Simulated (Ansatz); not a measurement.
Reaction (formal exchange of groups at a C–O bond): `OC[SiH2][SbH2]` + CH₄ → `CC[SiH2][SbH2]` + H₂O

Calculated with Ansatz (gas phase, PBE0-D4/def2-TZVP geometries, no zero-point term in ΔE). CCSD(T)/CBS is the MP2 limit (def2-TZVPP, def2-QZVPP) plus CCSD(T) − MP2 in def2-TZVPP, frozen cores. This one scheme is used for every species. Functionals use def2-TZVPP. Elements past krypton have def2 core potentials. For Sb outer-core shells are correlated without core-valence functions, which leaves a few kJ/mol of doubt a bond. One conformer a species, not always the lowest.

```
             level  ΔE (eV)
         r2SCAN-D4    -0.47
           PBE0-D4    -0.52
           ωB97X-V    -0.50
            B2PLYP    -0.49
     HF/def2-TZVPP    -0.49
CCSD(T)/def2-TZVPP    -0.57
     HF/def2-QZVPP    -0.50
     MP2/CBS(def2)    -0.67
```

Problem. What does CCSD(T)/CBS give? (Best estimate.)

Solution. Ansatz gave: -0.60 eV. The listed levels differ from it by 0.13, 0.08, 0.10, 0.11, 0.11, 0.03, 0.10, -0.07 eV.

Largest T1 diagnostic among the species: 0.013.

From PBE to PBE0 (25 % exact exchange), in def2-TZVPP and without D4, ΔE moves by −0.07 eV. The D4 term adds −0.05 eV with B3LYP and −0.03 eV with PBE0; it sums over pairs of atoms, weighted by their polarisabilities, and B3LYP, whose exchange is more repulsive, gets the larger term.

B3LYP here is the variant with VWN-RPA as its local correlation; programs differ in this.
